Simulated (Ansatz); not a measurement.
`CO[SiH2]S[SiH3]` + `[SiH3][GaH2]` → `[SiH3][SiH2][GaH2]` + `CO[SiH2]S`  (formal exchange of groups at the Si–S bond)

Computed with Ansatz on PBE0-D4/def2-TZVP structures; ΔE is electronic, products minus reactants. CBS: MP2 limit from def2 TZ/QZ plus the TZ coupled-cluster correction, frozen cores. This one scheme is used for every species. DFT in def2-TZVPP. For Ga outer-core shells are correlated without core-valence functions, which leaves a few kJ/mol of doubt a bond. Scalar relativity is left out up to krypton. One conformer a species, not always the lowest.

`CO[SiH2]S[SiH3]`:

Cartesian coordinates in Å:
```
C 0.351 -1.137 1.719
O -0.409 -1.750 0.701
Si -0.919 -0.979 -0.645
S 0.695 -0.180 -1.798
Si 0.525 1.852 -1.161
H 1.321 -0.803 1.339
H -0.175 -0.277 2.148
H 0.516 -1.874 2.506
H -1.810 0.162 -0.291
H -1.614 -2.001 -1.453
H 1.707 2.560 -1.711
H 0.532 1.949 0.321
H -0.719 2.477 -1.674
```

`[SiH3][GaH2]`:

Cartesian coordinates in Å:
```
Si 0.402 0.951 0.080
Ga -0.520 -1.270 -0.141
H -0.457 1.969 -0.586
H 1.777 1.067 -0.479
H 0.471 1.305 1.528
H -2.067 -1.505 0.023
H 0.395 -2.517 -0.426
```

`[SiH3][SiH2][GaH2]`:

Z-matrix (Å, degrees):
```
Si
Si 1 2.342
H 1 1.489 2 109.9
H 1 1.488 2 111.7 3 120.6
H 1 1.489 2 109.9 3 -118.8
Ga 2 2.406 1 109.0 3 59.2
H 2 1.491 1 107.8 3 -62.5
H 2 1.491 1 107.9 3 -178.9
H 6 1.572 2 120.5 1 -87.8
H 6 1.572 2 120.7 1 89.5
```

`CO[SiH2]S`:

```xyz
10

C    -0.174    1.580   -0.536
O     0.253    0.589    0.372
Si   -0.267   -0.963    0.293
S     0.847   -2.164    1.638
H     0.439    2.469   -0.381
H    -0.059    1.254   -1.576
H    -1.223    1.848   -0.368
H    -0.124   -1.441   -1.109
H    -1.679   -1.099    0.733
H     1.988   -2.073    0.934
```

```
           level  ΔE (kJ/mol)  difference from CCSD(T)/CBS
       revPBE-D4         49.1                         -8.1
         PBE0-D4         50.1                         -7.1
      r2SCANh-D4         54.2                         -3.0
      r2SCAN0-D4         55.4                         -1.8
         ωB97X-V         56.2                         -1.0
         ωB97M-V         61.0                          3.8
          B2PLYP         55.2                         -2.0
        PBE-QIDH         55.5                         -1.7
          revPBE         39.9                        -17.3
         r2SCAN0         54.2                         -3.0
           BHLYP         55.8                         -1.4
   CCSD/def2-SVP         49.7                         -7.5
CCSD(T)/def2-SVP         49.7                         -7.5
  MP2/def2-TZVPP         63.3                          6.1
    HF/CBS(def2)         61.4                          4.2
  CCSD/CBS(def2)         56.9                         -0.3
     CCSD(T)/CBS         57.2                            0
```

Largest T1 diagnostic among the species: 0.014.

From PBE to PBE0 (25 % exact exchange), in def2-TZVPP and without D4, ΔE moves by +4.2 kJ/mol. At CCSD(T), def2-SVP lies −7.5 kJ/mol from the extrapolated value and def2-TZVPP −3.0 kJ/mol.
